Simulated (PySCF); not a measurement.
C₃H₈GeO₃, SMILES C=C[CH2][Ge]([OH])([OH])[OH] (connectivity only; charge and spin as stated), charge +1, multiplicity 2.

The structure is a stationary point at PBE0-D3(BJ)/def2-SVP. Other conformers were not sampled.

Method: PBE0-D3(BJ)/def2-SVP (PySCF 2.14.0).

Frequencies are harmonic and unscaled.

Q: List the normal modes with their intensities. (The exact figures need the calculation; the answer reports its results.)

A: 
```
mode  ν (cm⁻¹)  IR (km/mol)  moving atoms (share of kinetic energy)
----  --------  -----------  --------------------------------------
1           47          2.4                  C 39 %, O 37 %, H 22 %
2           84          7.1                  O 53 %, C 28 %, H 14 %
3          131          5.8                  C 39 %, O 30 %, H 26 %
4          158         12.2                  O 43 %, C 31 %, H 21 %
5          203         54.0                  O 46 %, H 31 %, C 15 %
6          218         67.0                 H 54 %, O 28 %, Ge 15 %
7          234         45.5         O 57 %, H 22 %, Ge 12 %, C 10 %
8          248         39.3         H 39 %, O 37 %, C 13 %, Ge 10 %
9          260         55.9         O 39 %, H 25 %, Ge 23 %, C 13 %
10         300         73.0                           H 84 %, O 9 %
11         334         68.2                           H 89 %, O 9 %
12         381         64.0                  H 53 %, C 37 %, Ge 8 %
13         424          0.7                          H 50 %, C 50 %
14         490         36.0                          C 51 %, H 43 %
15         719         47.4                                  O 95 %
16         760         23.1                          H 78 %, C 18 %
17         781         97.7                  O 73 %, Ge 17 %, H 9 %
18         789        167.6                         O 71 %, Ge 21 %
19         855        125.0                          H 83 %, O 11 %
20         872         13.6                          H 86 %, O 10 %
21         896        117.0                           H 89 %, O 9 %
22         932         25.5                          H 81 %, C 19 %
23         962          1.6                          H 81 %, C 19 %
24         992          3.4                          H 69 %, C 31 %
25        1011        160.0                          H 72 %, C 27 %
26        1050         15.0                          H 67 %, C 33 %
27        1243         11.1                          H 54 %, C 46 %
28        1276          5.8                          H 64 %, C 36 %
29        1399         18.1                          H 84 %, C 16 %
30        1481         15.1                          H 74 %, C 26 %
31        1570          9.8                          C 72 %, H 28 %
32        3108         20.4                                  H 95 %
33        3177         13.8                                  H 95 %
34        3201          2.6                           H 91 %, C 9 %
35        3218         18.8                          H 90 %, C 10 %
36        3303         13.1                          H 89 %, C 11 %
37        3855        212.9                                  H 94 %
38        3859        198.6                                  H 94 %
39        3866        329.8                                  H 94 %
```
